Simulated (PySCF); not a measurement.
Two-dimensional NMR puzzle

Compound of formula C$_{5}$H$_{7}$ClN$_{2}$Si. Correlations simulated from computed shifts and the bond graph:

HSQC (one-bond C–H):
```
  δH     δC
9.31  155.6
2.41   18.8
```

HMBC (two and three bonds, from the bond graph):
```
  δH                   δC
9.31   156.8, 137.7, 18.8
4.80         166.4, 156.8
2.41  156.8, 155.6, 137.7
```

Carbons without hydrogens: δ 166.4, 156.8, 137.7.

[PySCF: shielding tensors at PBE0/pcSseg-1 (GIAO); geometry: GFN2-xTB; rapidly exchanging positions averaged; in vacuum; one conformer; no relativistic terms]

Scale: TMS for 1H, 13C (reference shieldings calculated alike).

Exchangeable hydrogens are left out of these lists.

Question: Assemble the structure.

Answer: SMILES Clc1c(C)cnnc1[SiH3].

Mapped SMILES: `[CH3:1][c:2]1[cH:3][n:4][n:5][c:6]([SiH3:7])[c:8]1[Cl:9]`; H(Xn) means a hydrogen on atom n.

1. δC 166.4 is C6, a substituted aromatic carbon next to a ring nitrogen.
2. δC 156.8 is C8, an aromatic carbon bearing chlorine.
3. δC 155.6 is C3, an aromatic CH next to a ring nitrogen (δH 9.31).
4. δC 137.7 is C2, a substituted aromatic carbon.
5. δC 18.8 is C1, a methyl carbon on an aromatic ring (δH 2.41).
6. HMBC from δH 9.31 reaches the proton-free carbons C8, C2.
7. HMBC from δH 4.80 reaches the proton-free carbons C6, C8.
8. HMBC from δH 2.41 reaches the proton-free carbons C8, C2.

The data come from this structure; uniqueness wasn't tested.

Carbons that carry Cl, above all several Cl atoms, come out too deshielded, partly because spin–orbit coupling is missing. Shifts are as computed. Against solution values, carbons near 30 ppm lie about +3 ppm off and those near 130 ppm about +5 ppm; carbons on Cl a further +6 ppm. Of 1211 compounds with measured shifts, 218 miss one by over three times the rms of a fit or turn the order of signals round; such compounds aren't used in these exercises.
